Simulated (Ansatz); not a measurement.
C2H10N2Si (`CN([SiH3])CN`). Total charge 0; spin multiplicity 1. All single points use the PBE0-D4/def2-TZVP geometry. It is one conformer, not always the lowest.

```xyz
15

C    -0.059    1.494    0.047
N     0.112    0.084   -0.213
Si    1.053   -0.446   -1.551
C    -0.113   -0.778    0.934
N    -1.470   -0.859    1.413
H     0.106    2.074   -0.863
H     0.638    1.866    0.813
H    -1.077    1.715    0.386
H     0.672    0.360   -2.742
H     0.760   -1.887   -1.767
H     2.534   -0.306   -1.387
H     0.511   -0.458    1.781
H     0.211   -1.787    0.662
H    -2.104   -1.081    0.656
H    -1.774    0.010    1.831
```

(1) What is the dipole moment at B3LYP/def2-TZVPP? (Estimate.)

(2) And with PBE, r2SCAN, ωB97M-V? (An estimate is asked.)

(3) Give the Mulliken charges with B3LYP, ωB97M-V, PBE in def2-TZVPP. (Best estimate.)

Answers

(1) Ansatz gave: 1.33 D, with components (-0.44, 1.25, 0.06) D in this frame, pointing from negative to positive charge.

(2) The calculation gave: PBE 1.33 D, r2SCAN 1.35 D, ωB97M-V 1.35 D.

(3) The calculation gave: 
```tsv
atom	B3LYP	ωB97M-V	PBE
C1	-0.20	-0.26	-0.20
N2	-0.23	-0.25	-0.15
Si3	0.31	0.20	0.22
C4	0.03	-0.04	0.00
N5	-0.33	-0.29	-0.33
H6	0.09	0.11	0.09
H7	0.08	0.11	0.08
H8	0.07	0.10	0.07
H9	-0.07	-0.03	-0.06
H10	-0.07	-0.03	-0.06
H11	-0.09	-0.05	-0.08
H12	0.08	0.12	0.07
H13	0.08	0.10	0.08
H14	0.12	0.10	0.13
H15	0.12	0.11	0.14
```

B3LYP here is the variant with VWN-RPA as its local correlation; programs differ in this.
